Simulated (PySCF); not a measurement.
Vertical excitations of a molecule H6O2Si2 from TDDFT-PBE/def2-SVPD (PySCF), as energy in eV (oscillator strength): 6.48 (0.005), 6.62 (0.009), 6.85 (0.002), 6.93 (0.001), 6.98 (0.037), 7.32 (0.009), 7.54 (0.030), 7.57 (0.039), 7.66 (0.029), 7.87 (0.001). Lowest triplet (TDA): 6.27 eV. Geometry: PBE-D3(BJ)/def2-SVP. One conformer was computed; it need not be the lowest.

Q: Which molecule gave these data?
A) O[SiH](O)[SiH3]
B) O[SiH2]O[SiH3]
C) O[SiH2][SiH2]O

A: B, O[SiH2]O[SiH3]
